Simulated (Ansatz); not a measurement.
Molecule: N-dichloroboranylpropan-2-amine, C3H8BCl2N, charge 0, multiplicity 1. 
Geometry from a B3LYP-D3(BJ)/def2-TZVP (Ansatz, an electronic-structure program) optimisation:
```
C
H 1 1.0924
N 1 1.4766 2 104.97
H 3 1.0079 1 113.49 2 0.00
B 3 1.3844 4 115.15 1 -180.00
C 1 1.5274 2 107.60 3 119.32
H 6 1.0893 1 111.10 2 178.92
H 6 1.0906 7 108.37 1 -121.84
H 6 1.0914 7 108.19 8 -117.33
C 1 1.5274 2 107.60 3 -119.32
H 10 1.0893 1 111.10 2 -178.92
H 10 1.0906 11 108.37 1 121.84
H 10 1.0914 11 108.19 12 117.33
Cl 5 1.7731 3 123.60 4 -180.00
Cl 5 1.7807 3 118.73 4 0.00
```

Wanted: atomisation energy (electronic, to ground-state atoms), in kcal/mol. Cores are frozen in the correlated levels unless marked. Open shells are spin-unrestricted. Spin-orbit coupling is left out. Non-relativistic. The coupled-cluster limit lacks core correlation, which all-electron functionals hold. CBS marks a two-point X^-3 extrapolation of the correlation energy; Hartree-Fock from the larger set.

```json
[
 {"level": "B97M-V/def2-TZVPD", "program": "Ansatz", "atomisation energy (kcal/mol)": "1410.4"}
]
```

Q: Estimate the value at CCSD(T)/CBS(cc-pV(T+d)Z,cc-pV(Q+d)Z) as computed with Ansatz.

A: 1403.0 kcal/mol, so B97M-V/def2-TZVPD differs from it by 7.4 kcal/mol.
